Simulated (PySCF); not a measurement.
# Zn²⁺ (zinc, charge +2) across methods

[Ar] 3d9 4s1, high-spin 3D determinant (an excited configuration). Calculation: PySCF 2.14, in aug-cc-pVTZ-PP with ECP10MDF (6s6p5d3f2g, 88 functions); a scalar-relativistic core potential.

| method | E (hartree) | mean ε 3d α (eV) | mean ε 3d β (eV) | mean ε 4s α (eV) | Σ⟨r²⟩ (bohr²) | ⟨S²⟩ |
| --- | --- | --- | --- | --- | --- | --- |
| B3LYP | -225.7885 | -41.565 | -40.083 | -26.958 | 17.65 | 2.000 |
| PBE | -225.7480 | -38.910 | -37.401 | -26.028 | 17.70 | 2.000 |
| UHF | -224.76285 | -50.914 | -48.971 | -29.087 | 17.69 | 2.001 |
| BLYP | -225.7301 | -38.779 | -37.384 | -26.081 | 17.70 | 2.000 |
| LDA | -225.3225 | -39.179 | -37.580 | -26.402 | 17.69 | 2.000 |
| PBE0 | -225.7131 | -42.162 | -40.562 | -26.932 | 17.64 | 2.000 |
| r2SCAN | -225.6497 | -39.253 | -37.619 | -26.446 | 17.60 | 2.001 |
| r2SCANh | -225.6449 | -40.519 | -38.868 | -26.782 | 17.59 | 2.001 |

Q: Estimate the same row for CAM-B3LYP.

A: E (hartree) = -225.7124; mean ε 3d α (eV) = -43.571; mean ε 3d β (eV) = -42.083; mean ε 4s α (eV) = -28.517; Σ⟨r²⟩ (bohr²) = 17.67; ⟨S²⟩ = 2.000.

Energies and moments cover only the electrons outside the core potential.
